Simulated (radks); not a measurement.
Bi14+, configuration [Xe] 4f14 5d1.

Method: scalar-relativistic Kohn-Sham, SCAN, spin-polarised, spherical densities, finite nucleus; open shells are filled with parallel spins first (spin-orbit coupling, left out, can overturn this in heavy ions); meta-GGA in the generalised Kohn-Sham scheme; Fermi nuclear charge, rms radius 5.5211 fm; computed with a radial shooting solver on a logarithmic mesh with Libxc functionals.

Energy parts (hartree):
| part | energy |
|---|---|
| total | -21466.8344 |
| kinetic | 24340.8589 |
| electron-nucleus | -52954.9603 |
| Hartree | 7533.2170 |
| exchange-correlation | -385.9500 |

Orbitals (lengths in bohr, moments of r in powers of bohr; r(max) is where P^2 peaks):
| orbital | occ. | eigenvalue (hartree) | r(max) |
|---|---|---|---|
| 1s up | 1 | -3344.191 | 0.009660 |
| 1s down | 1 | -3344.190 | 0.009660 |
| 2s up | 1 | -610.3415 | 0.05615 |
| 2s down | 1 | -610.3367 | 0.05615 |
| 2p up | 3 | -523.5722 | 0.04690 |
| 2p down | 3 | -523.5673 | 0.04690 |
| 3s up | 1 | -155.3769 | 0.1582 |
| 3s down | 1 | -155.3748 | 0.1582 |
| 3p up | 3 | -130.4520 | 0.1586 |
| 3p down | 3 | -130.4493 | 0.1586 |
| 3d up | 5 | -105.3512 | 0.1295 |
| 3d down | 5 | -105.3464 | 0.1295 |
| 4s up | 1 | -43.46778 | 0.3556 |
| 4s down | 1 | -43.45927 | 0.3556 |
| 4p up | 3 | -35.24765 | 0.3752 |
| 4p down | 3 | -35.23919 | 0.3753 |
| 4d up | 5 | -25.80986 | 0.3806 |
| 4d down | 5 | -25.79914 | 0.3807 |
| 4f up | 7 | -15.44737 | 0.3408 |
| 4f down | 7 | -15.43418 | 0.3408 |
| 5s up | 1 | -15.19261 | 0.7569 |
| 5s down | 1 | -15.14091 | 0.7562 |
| 5p up | 3 | -12.67373 | 0.8322 |
| 5p down | 3 | -12.61487 | 0.8316 |
| 5d up | 1 | -9.61749 | 0.9338 |

The highest occupied level is 5d up at -261.71 eV. The density falls to 0.001 e/bohr^3 at r = 2.03 bohr.

Empty levels of this run are not shown, since the potential may be unsettled where no density lies.
